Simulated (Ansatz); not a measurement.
One change: `BCBF` becomes `BCBCl`.

Ansatz, PBE0-D4/def2-TZVP geometries, multiplicity 1. Each molecule was computed in one conformer, which needn't be the lowest.

| property | `BCBF` |
| --- | --- |
| LUMO energy (PBE/def2-TZVPP) / eV | -2.73 |
| size of the dipole moment (ωB97M-V/def2-TZVPP) / D | 1.16 |
| HOMO energy (PBE0/def2-TZVPP) / eV | -8.95 |
| HOMO–LUMO gap (ωB97M-V/def2-TZVPP) / eV | 11.48 |
| size of the dipole moment (PBE/def2-TZVPP) / D | 1.11 |
| ideal-gas entropy at 298 K and 1 bar (rigid rotor, harmonic PBE0-D4/def2-TZVP) / J/(mol·K) | 305 |

**Question.** Give the same properties after the change, and the shifts. (Best estimate.)

**Answer.** The calculation gave: 
```
                                                                                  property  `BCBCl`  shift
                                                         LUMO energy (PBE/def2-TZVPP) / eV    -2.93  -0.20
                                        size of the dipole moment (ωB97M-V/def2-TZVPP) / D     1.22   0.06
                                                        HOMO energy (PBE0/def2-TZVPP) / eV    -8.51   0.44
                                                   HOMO–LUMO gap (ωB97M-V/def2-TZVPP) / eV    10.80  -0.68
                                            size of the dipole moment (PBE/def2-TZVPP) / D     1.15   0.04
ideal-gas entropy at 298 K and 1 bar (rigid rotor, harmonic PBE0-D4/def2-TZVP) / J/(mol·K)      316     11
```

With PBE0 the HOMO rises by 0.44 eV and the LUMO falls by 0.21 eV, so the gap narrows by about 0.65 eV. PBE moves the HOMO by 0.34 eV and ωB97M-V by 0.48 eV. Dipoles are sizes alone; their direction can turn.
